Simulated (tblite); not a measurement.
C5H6ClF (charge +1 and doublet state).
Cartesian coordinates in Å at the GFN2-xTB level; atoms count from 1:
```xyz
13
C5H6ClF angstrom
C      1.7161   -0.1689   -1.2130
C      0.6906    0.1933   -0.5170
C     -0.6822    0.3581   -0.0848
C     -1.5180   -0.8331    0.2992
C      0.3965    0.8283    0.8978
F      0.6862    0.0446    1.9289
Cl     0.8005    2.4694    1.1561
H      1.5905   -0.6503   -2.1779
H      2.7449   -0.0252   -0.9103
H     -1.2283    1.1809   -0.5430
H     -1.9966   -1.2199   -0.6005
H     -2.2802   -0.5393    1.0171
H     -0.9243   -1.6374    0.7296
```

All values are computed: GFN2-xTB (tblite) harmonic vibrations without scaling, gas phase. This tight-binding method is rough: wavenumbers can miss measured ones by several per cent, in bad cases by 10 to 20. One conformer, not necessarily the lowest. Open shells enter through the occupations alone, without spin polarisation, and single modes of such species can be off by tens of per cent.

Harmonic wavenumbers (cm⁻¹): 113.0, 146.0, 167.6, 188.6, 212.3, 308.6, 376.7, 432.9, 489.6, 526.7, 552.9, 615.0, 803.8, 888.6, 899.4, 927.2, 979.8, 1006.7, 1040.8, 1092.7, 1179.3, 1246.7, 1300.5, 1376.7, 1401.2, 1432.5, 1853.6, 2981.7, 2996.2, 3014.2, 3041.5, 3043.1, 3051.7.

A = 2847, B = 1784, C = 1458 MHz; mass 120.014 u (most abundant isotopes); point group C1, symmetry number 1; spin multiplicity 2.

Question: What is the zero-point energy?

Answer: Half the sum of the wavenumbers: 19844 cm⁻¹ = 237.39 kJ/mol.

Question: Give the ideal-gas entropy at 200 K and 1 bar in the rigid-rotor, harmonic-oscillator model (classical rotation).

Answer: Translation 160.27, rotation 112.86, vibration 48.77, spin (R ln 2) 5.76: S = 327.7 J/(mol K).

Question: And Cp and H(200 K) − H(0)?

Answer: Cp = 98.87 J/(mol K), of which vibrations give 65.62 (their classical limit is 33 R = 274.4); H(200 K) − H(0) = 12.68 kJ/mol without the zero-point energy, 6.03 from vibrations.

Question: Which modes carry the vibrational entropy at 200 K?

Answer: 113.0 cm⁻¹: 10.26; 146.0 cm⁻¹: 8.28; 167.6 cm⁻¹: 7.25; 188.6 cm⁻¹: 6.39; 212.3 cm⁻¹: 5.56; 308.6 cm⁻¹: 3.20 J/(mol K); the other 27 give 7.83 together.

Question: Blend soft modes into free rotors: weight 1/[1 + (100 cm⁻¹/ν̃)⁴] for the oscillator and the rest for a rotor with moment μB/(μ + B), μ = h/(8π²ν), B = 10⁻⁴⁴ kg m². What vibrational entropy results?

Answer: 48.99 J/(mol K) in place of 48.77, which changes −T·S at 200 K by -0.04 kJ/mol.

Hindered rotation and anharmonicity are outside this model. Other conformers, if any are populated, would add a mixing term that is left out. The structure is chiral; the term R ln 2 for an equal mix with its mirror image is left out.
